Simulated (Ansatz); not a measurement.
One change: `O[SiH2]O[SiH2]S` becomes `[SiH3][SiH2]O[SiH2]S`.

Ansatz, PBE0-D4/def2-TZVP geometries, multiplicity 1. Each molecule was computed in one conformer, which needn't be the lowest.

```tsv
property	`O[SiH2]O[SiH2]S`
HOMO energy (ωB97M-V/def2-TZVPP) / eV	-10.22
LUMO energy (ωB97M-V/def2-TZVPP) / eV	1.78
HOMO–LUMO gap (ωB97M-V/def2-TZVPP) / eV	12.00
LUMO energy (PBE0/def2-TZVPP) / eV	0.05
size of the dipole moment (PBE/def2-TZVPP) / D	0.88
HOMO energy (PBE0/def2-TZVPP) / eV	-8.01
```

(1) Give the same properties after the change, and the shifts. (Best estimate.)

Results:

(1) The calculation gave: 
```tsv
property	`[SiH3][SiH2]O[SiH2]S`	shift
HOMO energy (ωB97M-V/def2-TZVPP) / eV	-10.00	0.22
LUMO energy (ωB97M-V/def2-TZVPP) / eV	1.19	-0.59
HOMO–LUMO gap (ωB97M-V/def2-TZVPP) / eV	11.19	-0.81
LUMO energy (PBE0/def2-TZVPP) / eV	-0.54	-0.59
size of the dipole moment (PBE/def2-TZVPP) / D	0.65	-0.23
HOMO energy (PBE0/def2-TZVPP) / eV	-7.79	0.22
```

With PBE0 the HOMO rises by 0.22 eV and the LUMO falls by 0.59 eV, so the gap narrows by about 0.81 eV. PBE moves the HOMO by 0.21 eV and ωB97M-V by 0.22 eV. Dipoles are sizes alone; their direction can turn.
